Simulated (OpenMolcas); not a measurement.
Computed levels of 5d7 in ions with 75 electrons, in cm-1 above 4F 9/2.

```
Program             : OpenMolcas 26.06
Method              : MS-CASPT2, IPEA 0.25 Eh, imaginary shift 0.1 Eh
Basis               : ANO-RCC-VQZP
Scalar Hamiltonian  : DKH2, point nucleus
Spin-orbit coupling : RASSI with atomic mean-field integrals over the reference wave functions, term energies averaged over their components
```

Active space for each ion: 7 electrons in 5 orbitals (5d); closed shells correlated by CASPT2: 5s 5p.

```tsv
Level	Ir2+	Au4+
4F 7/2	7750	11960
4P 5/2	14510	20300
2G 9/2	16080	21720
4P 1/2	17600	24070
2H 11/2	21670	28700
2G 7/2	21800	29810
2D 5/2(1)	24870	34950
2P 1/2	28470	39830
2F 5/2	29460	38370
```

Problem. Estimate 4F 7/2, 4P 5/2, 2G 9/2 for Pt3+ from its neighbours Ir2+ and Au4+.

Solution. 4F 7/2 is fine structure, which grows about as the fourth power of a screened charge, so the fourth roots are averaged: ((7750^0.25 + 11960^0.25) / 2)^4 = 9684. The calculation gives 9740, so the estimate is off by -0.6 %.
4P 5/2 is another term, which grows about linearly with the charge: (14510 + 20300) / 2 = 17405. The calculation gives 17360, so the estimate is off by +0.3 %.
2G 9/2 is another term, which grows about linearly with the charge: (16080 + 21720) / 2 = 18900. The calculation gives 18880, so the estimate is off by +0.1 %.

Mixed levels, with the weight of the term that names them: Ir2+ 2G 9/2 (61 %), Ir2+ 4P 1/2 (70 %), Ir2+ 2D 5/2(1) (74 %), Ir2+ 2P 1/2 (70 %), Pt3+ 2G 9/2 (58 %), Pt3+ 4P 1/2 (68 %), Pt3+ 2D 5/2(1) (71 %), Pt3+ 2P 1/2 (68 %), Au4+ 4P 5/2 (72 %), Au4+ 2G 9/2 (55 %), Au4+ 4P 1/2 (66 %), Au4+ 2D 5/2(1) (68 %), Au4+ 2P 1/2 (66 %).

CASPT2 breaks the degeneracy within a term, and the mean is taken; among the terms shown or strongly mixed into the levels shown the widest spread is 930 cm-1 (5d7 4F, Ir2+). Configurations with an s electron lie low in 5d ions of this charge, fall among these levels and mix in, so low-spin terms can stand far too high, up to twice their true height, and weights are not those of the real levels (holds for Ir2+). The CASPT2 spread within a term exceeds the gap to the next term for 5d7 2H and 5d7 2D(1), so the order of their levels is uncertain (holds for Ir2+; Pt3+). Only configurations of the active space appear.

A number in round brackets counts repeated terms of one configuration in the order of the reference energies.
